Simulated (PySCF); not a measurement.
Radial density of Ga⁺ (gallium, charge +1)

B3LYP, [Ar] 3d10 4s2, closed-shell 1S. Computed with PySCF 2.14 in x2c-TZVPall (6s5p4d1f, 48 functions), with the spin-free X2C one-electron Hamiltonian (Gaussian nucleus).

| r (bohr) | 4πr²ρ (e/bohr) |
| --- | --- |
| 0.000769 | 0.2375 |
| 0.00129 | 0.5917 |
| 0.00217 | 1.465 |
| 0.00366 | 3.518 |
| 0.00615 | 7.960 |
| 0.0104 | 16.33 |
| 0.0174 | 28.42 |
| 0.0293 | 37.60 |
| 0.0493 | 34.44 |
| 0.0828 | 31.14 |
| 0.139 | 43.23 |
| 0.234 | 31.30 |
| 0.394 | 22.16 |
| 0.663 | 24.26 |
| 1.12 | 7.577 |
| 1.88 | 1.848 |
| 3.16 | 0.4098 |
| 5.31 | 0.01611 |
| 8.93 | 1.539e-05 |

Densities and radii are taken from the X2C orbitals without a picture-change correction, which distorts them close to the nucleus.
